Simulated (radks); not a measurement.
Q: The mean radii <r> (bohr) of the occupied orbitals of an atom or ion are listed with their occupations. Method: Dirac Kohn-Sham, PBE, spin-unpolarised, spherical densities, finite nucleus; Fermi nuclear charge, rms radius of each element as measured or else 0.836 A^(1/3) + 0.57 fm; computed with a radial shooting solver on a logarithmic mesh with Libxc functionals.

| orbital | occ. | <r> |
|---|---|---|
| 1s1/2 | 2 | 0.02151 |
| 2s1/2 | 2 | 0.09026 |
| 2p1/2 | 2 | 0.07530 |
| 2p3/2 | 4 | 0.08207 |
| 3s1/2 | 2 | 0.2240 |
| 3p1/2 | 2 | 0.2121 |
| 3p3/2 | 4 | 0.2228 |
| 3d3/2 | 2 | 0.1930 |

Name the element and its charge. Open shells, if any, fill j = l - 1/2 first.

A: Z = 65, terbium, charge +45: Tb45+ in [Ar] 3d2. The 1s radius gives Z: for a bare nucleus <r> = (2 gamma + 1)/(2Z) with gamma = sqrt(1 - (Z/c)^2), 0.02124 bohr for Z = 65, and screening makes it slightly larger (0.02151 here). The occupations add up to 20, and the charge is Z minus that.
